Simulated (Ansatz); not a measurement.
`[O]=[V]([F])([F])[F]`. Total charge 0; spin multiplicity 1. Correlated methods include outer-core shells of V, which these sets cover unevenly. Scalar relativity is left out up to krypton.

```tsv
atom	x (Å)	y (Å)	z (Å)
O1	0.617	-0.946	1.073
V2	0.007	-0.011	0.012
F3	1.282	0.787	-0.806
F4	-0.999	1.126	0.805
F5	-0.907	-0.956	-1.084
```

Question: Give the diagnostics of a CCSD(T)/def2-TZVPP run (frozen core, Ansatz 0.2.0). (Best estimate.)

Answer: Computed: T1 = 0.0318, largest single amplitude 0.079, largest double 0.037, (T) share of the correlation energy 5.8 %, 15 CCSD cycles. The RHF solution is unstable towards an unrestricted one. T1 lies over the customary mark of 0.02 for closed shells; compounds of d metals often pass it without a breakdown.
